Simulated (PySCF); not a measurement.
A structure optimised at ωB97X-D3(BJ)/def2-SVP, used in a PySCF frequency run:

```
Si
H 1 1.4825
Cl 1 2.0632 2 107.85
Cl 1 2.0632 2 107.85 3 117.64
Ge 1 2.3545 2 115.83 3 -121.18
H 5 1.5334 1 107.95 2 180.00
H 5 1.5352 6 109.63 1 119.87
H 5 1.5352 6 109.63 7 120.26
```
Charge 0, spin multiplicity 1.

Write its SMILES, formula and point group.

Cl[SiH](Cl)[GeH3], Cl2GeH4Si, Cs

What are its rotational constants (standard atomic weights)?

2.2600, 1.2495, 0.86023 GHz
